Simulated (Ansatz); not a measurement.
K₂Na₂. Charge 0, multiplicity 1. Geometry PBE/def2-TZVP, that of the neutral singlet.

Cartesian coordinates in Å:
```
Na 1.3511 2.8143 1.4570
Na -1.0307 1.0473 -0.3188
K -1.8839 -2.6745 -1.7208
K 1.5635 -1.1871 0.5825
```

At PBE/def2-TZVP, r2SCAN/def2-TZVP, PBE0/def2-TZVP the unrestricted singlet has broken spin symmetry (⟨S²⟩ up to 0.66). The structure comes from a short search, and lower isomers may exist.

Question: Estimate the orbital energies around the gap (eV) in Ansatz with PBE/def2-TZVP, r2SCAN/def2-TZVP, PBE0/def2-TZVP.

Answer: 
```csv
orbital,PBE/def2-TZVP,r2SCAN/def2-TZVP,PBE0/def2-TZVP
HOMO−5,-18.73,-19.33,-20.74
HOMO−4,-18.32,-19.19,-20.41
HOMO−3,-18.32,-19.17,-20.40
HOMO−2,-18.29,-19.15,-20.38
HOMO−1,-3.37,-3.33,-3.88
HOMO,-2.43,-2.50,-2.81
LUMO,-1.91,-1.56,-1.41
LUMO+1,-1.48,-1.28,-1.07
LUMO+2,-1.22,-1.15,-0.78
LUMO+3,-0.85,-0.71,-0.40
LUMO+4,-0.62,-0.37,-0.17
LUMO+5,-0.57,-0.36,-0.10
β HOMO,-2.43,-2.51,-2.82
β LUMO,-1.91,-1.53,-1.41
```
